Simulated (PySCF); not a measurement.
## Computed data sheet: `CO[CH][SiH2][SiH3]` [radical]

Compound: C2H9OSi2 (doublet state).
Z-matrix (Å and degrees, GFN2-xTB geometry), rows numbered from 1:
```
C 
O   1  1.4038
C   2  1.3616  1  116.62
Si  3  1.8423  2  118.22  1  -171.93
Si  4  2.3213  3  112.61  2    58.11
H   1  1.0960  2  111.08  3    60.64
H   1  1.0889  2  106.93  3  -179.95
H   1  1.0956  2  111.14  3   -60.57
H   3  1.0825  2  116.08  1    -1.75
H   4  1.4695  3  104.62  2  -178.17
H   4  1.4744  3  109.58  2   -63.83
H   5  1.4656  4  112.75  3   -59.38
H   5  1.4669  4  112.66  3  -179.41
H   5  1.4683  4  113.01  3    60.66
```

From GFN2-xTB geometry:

| Quantity | Value |
| --- | --- |
| Point group of the GFN2-xTB geometry | C1 |
| Rotational constants A, B, C of the GFN2-xTB geometry | 5.519, 1.369, 1.161 GHz |

**UKS B3LYP, pcH-1 on C H O Si, non-relativistic, mean-field spin-orbit, GIAO (PySCF)**

| Property | Result |
| --- | --- |
| Isotropic g value | 2.00344 |
| Principal g values | 2.00213, 2.00365, 2.00453 |
| Spin squared ⟨S²⟩ | 0.753 |
| Largest Mulliken spin population | 0.83 on C3 |
| Largest isotropic hyperfine couplings (means over sets of like nuclei) | 13C +79.6 (C3), 29Si -56.7 (Si5), 1H -50.9 (H9), 29Si +40.3 (Si4), 1H +28.1 (H10/H11) MHz |

Monoisotopic mass (most abundant isotopes): 105.0192 u.

The rotational constants make it an asymmetric top with κ = (2B − A − C)/(A − C) = -0.90, nearer the prolate limit (−1). With B = h/(8π²I), that is 505.379 GHz u Å² over I, the principal moments of inertia are 91.6, 369.2 and 435.2 u Å² (most abundant isotopes); the inertial defect Ic − Ia − Ib is -25.6 u Å² (zero for a rigid planar frame, negative otherwise). g_iso is shifted by about +1120 ppm from the free-electron value 2.002319; the principal values span 0.0024. ⟨S²⟩ is 0.003 above the pure-spin value S(S + 1) = 0.75. At 9.50 GHz, hν = g·μB·B₀ (B₀ the magnetic field) puts the centre of the isotropic spectrum, to first order, at 338.8 mT.

One conformer (not necessarily the lowest) at the GFN2-xTB geometry, without solvent or vibrations. Hyperfine couplings depend on the geometry, which wasn't re-optimised at a DFT level. Couplings of like nuclei are plain means over topologically equivalent atoms, as if these changed places fast (by rotation of a methyl-like group, say); in this geometry the members of some sets differ.

For the EPR job (B3LYP), on an Arm Neoverse V1 with one thread (shared host), this took 56 s of wall time (with the writing of density and orbital grids) and 0.84 GiB of memory at its peak.
